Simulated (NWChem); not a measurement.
System: C₂H₄O₂Si; SMILES O[Si@@H]1C=CO1

The following NWChem deck was run.

```
start job
memory heap 200 mb stack 900 mb global 1100 mb
geometry units angstroms noautoz
  O     -0.064293     1.890143    -0.421622
  Si     0.070548     0.478432     0.414621
  C      1.052007    -0.962716    -0.166187
  C     -0.155863    -1.568510    -0.231477
  O     -1.171610    -0.701400     0.067800
  H     -0.027615     1.834707    -1.381846
  H      0.060664     0.874067     1.839340
  H      2.037897    -1.391328    -0.325683
  H     -0.444527    -2.603820    -0.456060
end
basis spherical
  * library def2-svp
end
dft
  xc scan
  grid xfine
  iterations 150
  mulliken
end
task dft gradient
```

Excerpt of the output:

```
             Northwest Computational Chemistry Package (NWChem) 7.3.0
             --------------------------------------------------------

 C1  symmetry detected

                             Geometry "geometry" -> ""
                             -------------------------

 Output coordinates in angstroms (scale by  1.889725989 to convert to a.u.)

  No.       Tag          Charge          X              Y              Z
 ---- ---------------- ---------- -------------- -------------- --------------
    1 O                    8.0000    -0.02092429     1.89912740    -0.41298575
    2 Si                  14.0000     0.07298749     0.48214613     0.41993505
    3 C                    6.0000     1.11811396    -0.93858717    -0.09652869
    4 C                    6.0000    -0.07165315    -1.56209393    -0.25744062
    5 O                    8.0000    -1.12067173    -0.71329071    -0.02878901
    6 H                    1.0000     0.08878427     1.85292259    -1.36811805
    7 H                    1.0000    -0.05035897     0.86471369     1.84291667
    8 H                    1.0000     2.11988736    -1.35067706    -0.18460994
    9 H                    1.0000    -0.32613429    -2.59961190    -0.51126541

 Effective nuclear repulsion energy (a.u.)     227.1073736573

                                 NWChem DFT Module
                                 -----------------

 Summary of "ao basis" -> "ao basis" (spherical)
 ------------------------------------------------------------------------------
       Tag                 Description            Shells   Functions and Types
 ---------------- ------------------------------  ------  ---------------------
 O                          def2-svp                 6       14   3s2p1d
 Si                         def2-svp                 8       18   4s3p1d
 C                          def2-svp                 6       14   3s2p1d
 H                          def2-svp                 3        5   2s1p

            General Information
            -------------------
          SCF calculation type: DFT
          Wavefunction type:  closed shell.
          No. of atoms     :     9
          No. of electrons :    46
           Alpha electrons :    23
            Beta electrons :    23
          Charge           :     0
          Spin multiplicity:     1
          Use of symmetry is: off; symmetry adaption is: off
          Maximum number of iterations: 150
          AO basis - number of functions:    94
                     number of shells:    44
          Convergence on energy requested:  1.00D-06
          Convergence on density requested:  1.00D-05
          Convergence on gradient requested:  5.00D-04

              XC Information
              --------------
                         SCAN Method XC Functional
                  SCAN metaGGA Exchange Functional  1.000
                        SCAN Correlation Potential  1.000

             Grid Information
             ----------------
          Grid used for XC integration:  xfine
          Radial quadrature: Mura-Knowles
          Angular quadrature: Lebedev.
          Tag              B.-S. Rad. Rad. Pts. Rad. Cut. Ang. Pts.
          ---              ---------- --------- --------- ---------
          O                   0.60      100          12.0      1454
          Si                  1.10      125          10.0      1454
          C                   0.70      100          11.0      1454
          H                   0.35      100          12.0      1202
          Grid pruning is: on
          Number of quadrature shells:   925
          Spatial weights used:  Erf1

      Superposition of Atomic Density Guess
      -------------------------------------

 Sum of atomic energies:        -515.36758917

      Non-variational initial energy
      ------------------------------

 Total energy =    -517.809988
 1-e energy   =   -1160.666349
 2-e energy   =     415.748987
 HOMO         =      -0.294903
 LUMO         =       0.013428

     ---------------------------------------------
      Total Density - Mulliken Population Analysis
     ---------------------------------------------

    Atom       Charge   Shell Charges
 -----------   ------   -------------------------------------------------------
    1 O    8     8.74   1.99  1.10  0.63  3.08  1.93  0.00
    2 Si  14    12.81   2.00  1.99  0.90  0.19  5.93  0.91  0.55  0.33
    3 C    6     6.59   1.99  1.00  0.39  2.11  1.08  0.02
    4 C    6     5.56   1.99  0.94  0.26  1.67  0.63  0.07
    5 O    8     8.76   1.99  1.11  0.71  3.02  1.92  0.01
    6 H    1     0.65   0.52  0.07  0.06
    7 H    1     1.08   0.69  0.38  0.01
    8 H    1     0.88   0.65  0.21  0.03
    9 H    1     0.92   0.67  0.22  0.02

   convergence    iter        energy       DeltaE   RMS-Dens  Diis-err
 ---------------- ----- ----------------- --------- --------- ---------
 d= 0,ls=0.0,diis     1   -518.1537590354 -7.45D+02  1.59D-02  8.40D-01
 d= 0,ls=0.0,diis     2   -518.0291979211  1.25D-01  1.03D-02  2.18D+00
 d= 0,ls=0.0,diis     3   -518.2428398097 -2.14D-01  2.80D-03  6.44D-02
 d= 0,ls=0.0,diis     4   -518.2447596716 -1.92D-03  1.74D-03  3.75D-02
 d= 0,ls=0.0,diis     5   -518.2494129641 -4.65D-03  4.81D-04  2.77D-03
  Resetting Diis
 d= 0,ls=0.0,diis     6   -518.2497612215 -3.48D-04  1.18D-04  1.88D-04
 d= 0,ls=0.0,diis     7   -518.2497833667 -2.21D-05  6.50D-05  1.26D-05
 d= 0,ls=0.0,diis     8   -518.2497800226  3.34D-06  4.20D-05  4.23D-05
 d= 0,ls=0.0,diis     9   -518.2497847685 -4.75D-06  6.14D-06  3.87D-07
 d= 0,ls=0.0,diis    10   -518.2497848058 -3.73D-08  2.47D-06  8.57D-08

         Total DFT energy =     -518.249784805813
      One electron energy =    -1164.371899020452
           Coulomb energy =      469.444415075809
    Exchange-Corr. energy =      -50.429674518487
 Nuclear repulsion energy =      227.107373657316

 Numeric. integr. density =       46.000000051566

                       DFT Final Molecular Orbital Analysis
                       ------------------------------------

 Vector   21  Occ=2.000000D+00  E=-2.989338D-01
              MO Center= -4.8D-01, -7.6D-02, -8.3D-02, r^2= 3.3D+00
   Bfn.  Coefficient  Atom+Function         Bfn.  Coefficient  Atom+Function
  ----- ------------  ---------------      ----- ------------  ---------------
    64      0.358058  5 O  px                 4      0.277115  1 O  px
    65      0.263787  5 O  py                67      0.256249  5 O  px
     7      0.204081  1 O  px                 5      0.174916  1 O  py
    68      0.173592  5 O  py                36      0.163316  3 C  px
    90      0.155536  9 H  s                 50     -0.119999  4 C  px

 Vector   22  Occ=2.000000D+00  E=-2.806226D-01
              MO Center=  4.4D-01, -4.5D-02,  1.2D-01, r^2= 3.3D+00
   Bfn.  Coefficient  Atom+Function         Bfn.  Coefficient  Atom+Function
  ----- ------------  ---------------      ----- ------------  ---------------
    37      0.347818  3 C  py                 4     -0.226669  1 O  px
    40      0.198743  3 C  py                80     -0.194172  7 H  s
    35      0.182796  3 C  s                  5      0.175478  1 O  py
     7     -0.167010  1 O  px                81     -0.158031  7 H  s
    23     -0.155178  2 Si py                90      0.153917  9 H  s

 Vector   23  Occ=2.000000D+00  E=-2.151708D-01
              MO Center=  1.5D-01, -9.0D-01, -1.1D-01, r^2= 2.1D+00
   Bfn.  Coefficient  Atom+Function         Bfn.  Coefficient  Atom+Function
  ----- ------------  ---------------      ----- ------------  ---------------
    66     -0.388031  5 O  pz                38      0.374423  3 C  pz
    41      0.321960  3 C  pz                69     -0.317716  5 O  pz
    52      0.229304  4 C  pz                37     -0.138914  3 C  py
    55      0.130095  4 C  pz                65      0.129313  5 O  py
    40     -0.126651  3 C  py                68      0.106061  5 O  py

 Vector   24  Occ=0.000000D+00  E=-3.457618D-02
              MO Center=  2.4D-01, -9.4D-01, -1.2D-01, r^2= 2.8D+00
   Bfn.  Coefficient  Atom+Function         Bfn.  Coefficient  Atom+Function
  ----- ------------  ---------------      ----- ------------  ---------------
    55      0.578906  4 C  pz                52      0.485336  4 C  pz
    41     -0.384760  3 C  pz                27     -0.360465  2 Si pz
    38     -0.282751  3 C  pz                81      0.270748  7 H  s
     3     -0.238172  1 O  s                 26      0.227292  2 Si py
    69     -0.161526  5 O  pz                66     -0.158667  5 O  pz

[...]

                         DFT ENERGY GRADIENTS

    atom               coordinates                        gradient
                 x          y          z           x          y          z
   1 O      -0.039541   3.588830  -0.780430    0.000631  -0.000243  -0.002642
   2 Si      0.137926   0.911124   0.793562   -0.001357  -0.001090  -0.000879
   3 C       2.112929  -1.773673  -0.182413   -0.002816  -0.002264  -0.000019
   4 C      -0.135405  -2.951929  -0.486492   -0.000980   0.003552   0.000941
   5 O      -2.117762  -1.347924  -0.054403    0.004145  -0.000463  -0.000131
   6 H       0.167778   3.501516  -2.585368   -0.000362   0.000213   0.002394
   7 H      -0.095165   1.634072   3.482608    0.000171   0.000082   0.000689
   8 H       4.006006  -2.552410  -0.348862   -0.000095   0.000845  -0.000112
   9 H      -0.616304  -4.912554  -0.966152    0.000662  -0.000632  -0.000240
```

Level: SCAN/def2-SVP. Structure relaxed at the PBE0/def2-SVP level.
